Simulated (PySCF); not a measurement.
# Electric field gradients and quadrupole coupling constants

Compound: C6H9N3O.
Cartesian coordinates in Å at the GFN2-xTB level; atoms count from 1:
```xyz
19
C6H9N3O angstrom
C      3.1871    1.1481   -0.1767
C      2.5189    0.0380   -0.4206
C      1.6621   -0.6684    0.5916
N      0.3297   -0.8554    0.0884
N      0.0116   -1.8032   -0.7534
C     -1.2704   -1.6184   -1.0220
C     -1.6967   -0.4951   -0.2894
O     -2.9293    0.0253   -0.2712
C     -3.0895    1.1500    0.5696
N     -0.6584   -0.0348    0.4004
H      3.7955    1.6231   -0.9268
H      3.1604    1.6260    0.7887
H      2.5455   -0.4336   -1.3933
H      2.0803   -1.6581    0.8023
H      1.5859   -0.0881    1.5127
H     -1.8197   -2.2519   -1.6835
H     -2.4484    1.9729    0.2428
H     -2.8374    0.8985    1.6031
H     -4.1369    1.4343    0.4945
```

Field gradients from the PBE0/pcSseg-1 density (PySCF, non-relativistic), principal values in atomic units, ordered |Vxx| ≤ |Vyy| ≤ |Vzz|:

| atom | Vxx | Vyy | Vzz |
| --- | --- | --- | --- |
| N4 | 0.2414 | 0.6017 | -0.8431 |
| N5 | 0.3723 | 0.7112 | -1.0835 |
| O8 | -0.2088 | -1.7098 | 1.9186 |
| N10 | 0.1104 | 0.8086 | -0.9189 |

Question: Find the asymmetry η = (Vxx − Vyy)/Vzz and the couplings χ = eQV/h (234.96 MHz × Q in barn × V in au), with Q(14N) = 0.02044 b, Q(17O) = −0.0256 b.

Answer: 
```
atom             environment  nucleus     η  χzz (MHz)  χxx (MHz)  χyy (MHz)
  N4   pyrrole-type nitrogen      14N  0.43     -4.049      1.159      2.890
  N5  pyridine-type nitrogen      14N  0.31      -5.20       1.79       3.42
  O8       aryl ether oxygen      17O  0.78     -11.54       1.26      10.28
 N10  pyridine-type nitrogen      14N  0.76     -4.413      0.530      3.883
```

The tensor is traceless: Vxx + Vyy + Vzz = 0.

Question: What is Vzz at N10 in SI units (1 au = 9.71736 × 10²¹ V/m²)?

Answer: -0.9189 au = -8.930 × 10²¹ V/m².

Question: And the gradient at the other heavy atoms, for which no coupling is worked out here?

Answer: 
```csv
atom,environment,Vzz (au),η
C1,terminal =CH2 carbon,0.319,0.39
C2,alkene CH carbon,0.308,0.72
C3,sp3 carbon bound to nitrogen,0.336,0.30
C6,aromatic CH next to a ring nitrogen,-0.132,0.40
C7,aromatic carbon bearing oxygen,-0.208,0.23
C9,methoxy carbon,0.463,0.03
```

Were the hydrogens deuterons (Q(2H) = 0.00286 b), χzz would run from 195 kHz (H14) to 236 kHz (H16).

The structure is a single GFN2-xTB conformer in the gas phase; no vibrational or solvent corrections. GFN2-xTB bond lengths can be off by several hundredths of an ångström, more for odd bonds, and the gradients follow them. A larger basis could move these couplings by a tenth or more.
